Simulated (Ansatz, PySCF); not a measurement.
Spectroscopic constants of Rb$_{2}$, closed-shell singlet (the spin of the measured ground state). No spin–orbit coupling.

Constants: fifth-degree fit in 1/R to seven points, most abundant isotopes. Runs in def2 and cc sets follow the lowest solution found near the PBE0 minimum. The singlet is held restricted.

Correlated levels freeze the inner cores; with def2 sets outer-core shells near the valence are correlated too. Rows in LANL2DZ carry no dispersion term and start afresh at each structure. LANL2DZ brings its own core potentials from Na on.

The values were computed with Ansatz (a first-principles code) with Gaussian orbitals; PySCF for LANL2DZ rows. Values without a source in brackets are computed. In def2 rows elements past Kr take small-core potentials, without spin–orbit coupling.

D_e counts from each atom's lowest state at the same level, without counterpoise or zero-point energy.

```tsv
level	r_e (Å)	ω_e (cm⁻¹)	ω_e x_e (cm⁻¹)	D_e (eV)
SVWN5/def2-TZVPP	4.106	___	0.11	0.62
B3LYP/LANL2DZ	4.243	55	0.10	-
B3LYP/def2-TZVPP	4.258	56	0.10	0.45
BHLYP/def2-TZVPP	4.274	57	0.093	0.39
CAM-B3LYP/def2-TZVPP	4.214	59	0.090	0.38
wB97M-V/def2-TZVPP	4.130	68	0.12	0.57
CCSD/def2-QZVPP	4.246	58	0.12	0.40
CCSD(T)/def2-QZVPP	___	___	0.14	0.48
```

Fill in the missing entries.


- CCSD(T)/def2-QZVPP, r_e (Å): 4.233
- CCSD(T)/def2-QZVPP, ω_e (cm⁻¹): 57
- SVWN5/def2-TZVPP, ω_e (cm⁻¹): 59

Measured for the ground state: ω_e 57.31 cm-1, ω_e x_e 0.105 cm-1 [Huber and Herzberg (1979), NIST Chemistry WebBook].

Doubts at one or more of the structures used: a restricted determinant that unrestricted orbitals would lower (CCSD/def2-QZVPP, CCSD(T)/def2-QZVPP).
